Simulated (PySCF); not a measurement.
I₃Pb (SMILES [I][Pb-]([I])[I]), charge -1, singlet, at a GFN2-xTB geometry (such geometries of metal compounds can be far from the true shape) (core potentials on I, Pb). Base run: R2SCAN/def2-TZVP run with PySCF.

PySCF was given this input:
```python
from pyscf import gto, scf, dft

mol = gto.Mole()
mol.atom = '''
    Pb   -0.008011   -0.009412    0.810548
    I     0.428983   -2.525290   -0.443200
    I     1.982873    1.637600   -0.379501
    I    -2.399462    0.902252   -0.431354
'''
mol.basis = 'def2-tzvp'
mol.ecp = {'I': 'def2-tzvp', 'Pb': 'def2-tzvp'}
mol.charge = -1
mol.spin = 0
mol.verbose = 5
mol.build()

mf = dft.RKS(mol)
mf.xc = 'r2scan'
mf.kernel()
mf.analyze()
```

Each row names what was changed in the base input (with any setting that the change needs).

```json
[
 {"change": "base", "ΔE vs base (mEh)": "0.000", "fitting functions": "-", "outcome": "converged"},
 {"change": "auxbasis = even-tempered beta=2.0", "ΔE vs base (mEh)": "-0.146", "fitting functions": "1338", "outcome": "converged"},
 {"change": "auxbasis = def2-universal-jkfit", "ΔE vs base (mEh)": "-0.025", "fitting functions": "905", "outcome": "converged"},
 {"change": "auxbasis = cc-pvtz-ri", "ΔE vs base (mEh)": "-", "fitting functions": "-", "outcome": "input refused"},
 {"change": "auxbasis = cc-pvtz-jkfit", "ΔE vs base (mEh)": "-", "fitting functions": "-", "outcome": "input refused"},
 {"change": "auxbasis = autoaux", "ΔE vs base (mEh)": "-0.008", "fitting functions": "1345", "outcome": "converged"},
 {"change": "auxbasis = default (with mf = mf.density_fit())", "ΔE vs base (mEh)": "-0.184", "fitting functions": "232", "outcome": "converged"},
 {"change": "auxbasis = def2-tzvp-ri", "ΔE vs base (mEh)": "-", "fitting functions": "-", "outcome": "input refused"},
 {"change": "auxbasis = even-tempered beta=1.6", "ΔE vs base (mEh)": "-0.011", "fitting functions": "1908", "outcome": "converged"},
 {"change": "auxbasis = def2-svp-ri", "ΔE vs base (mEh)": "-", "fitting functions": "-", "outcome": "input refused"}
]
```

A fitting set is made for a task (jfit for Coulomb, jkfit for Coulomb and exchange, ri for correlation) and for a family of orbital bases.

- auxbasis = cc-pvtz-ri: ended with `pyscf.lib.exceptions.BasisNotFoundError: Basis set not found for I in cc-pvtz-ri`
- auxbasis = cc-pvtz-jkfit: ended with `pyscf.lib.exceptions.BasisNotFoundError: Basis set not found for I in cc-pvtz-jkfit`
- auxbasis = def2-tzvp-ri: ended with `pyscf.lib.exceptions.BasisNotFoundError: Basis set not found for I in def2-tzvp-ri`
